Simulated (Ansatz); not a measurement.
Molecule: sum formula H$_{7}$Si$_{3}$O$_{2}$ (charge 0, doublet). It need not be the lowest isomer of its formula. 
Structure (B3LYP-D3(BJ)/def2-TZVP (Ansatz, an electronic-structure program) minimum search):
```xyz
12

Si     0.0305    -1.3018     0.6623
O      1.3760    -0.5200     0.1474
Si     2.0998     0.9204    -0.1733
O     -1.3080    -0.6394    -0.0106
Si    -2.1573     0.7101    -0.4077
H      0.1237    -2.7059     0.1681
H      2.4265     0.9881    -1.6140
H      1.1862     2.0339     0.1763
H      3.3385     1.0285     0.6264
H     -2.3271     1.5726     0.7838
H     -1.4333     1.4660    -1.4551
H     -3.4797     0.2919    -0.9168
```
Charge 0, spin multiplicity 2.

Total electronic energies in hartree. Valence correlation only, unless marked. Open shells are spin-unrestricted. No spin-orbit coupling. Non-relativistic. Basis-set limits of correlation are two-point, X^-3; Hartree-Fock from the larger set. The bracket is a focal-point correction in the basis named.

```csv
level,program,energy (Eh)
HF/6-31G*,Ansatz,-1020.67404
HF/cc-pV(Q+d)Z,Ansatz,-1020.88932
SVWN5/def2-TZVPD,Ansatz,-1018.75508
PBE-D3(BJ)/def2-TZVPD,Ansatz + dftd3,-1022.72732
revPBE-D3(BJ)/def2-TZVPD,Ansatz + dftd3,-1023.12417
r2SCAN-D4/def2-TZVPD,Ansatz + dftd4,-1023.19856
PBE0-D3(BJ)/def2-TZVP,Ansatz + dftd3,-1022.81900
PBE0/def2-TZVP,Ansatz,-1022.80916
HSE06-D4/def2-TZVPD,Ansatz + dftd4,-1022.79299
LC-wPBE-D3(BJ)/def2-TZVPD,Ansatz + dftd3,-1022.99757
LC-wPBE/def2-TZVPD,Ansatz,-1022.98626
B2GP-PLYP-D3(BJ)/def2-TZVPD,Ansatz + dftd3,-1022.74660
B2PLYP/def2-TZVPD,Ansatz,-1022.88722
MP2/cc-pV(D+d)Z,Ansatz,-1021.39214
MP2/cc-pV(Q+d)Z,Ansatz,-1021.76938
RI-MP2/cc-pV(Q+d)Z,Ansatz,-1021.76888
SCS-MP2/6-31G*,Ansatz,-1021.24281
CCSD/cc-pVTZ,Ansatz,-1021.71642
CCSD(T)/6-31G*,Ansatz,-1021.31031
CCSD(T)/cc-pV(T+d)Z,Ansatz,-1021.76108
CCSD(T)/cc-pV(Q+d)Z,Ansatz,-1021.84724
"RI-MP2/CBS(cc-pV(T+d)Z,cc-pV(Q+d)Z)+[CCSD(T)-MP2]/cc-pV(D+d)Z",Ansatz,-1021.8912
"CCSD(T)/CBS(cc-pV(T+d)Z,cc-pV(Q+d)Z)",Ansatz,-1021.8913
```

Totals of different functionals don't rank their quality; only differences between species are comparable.
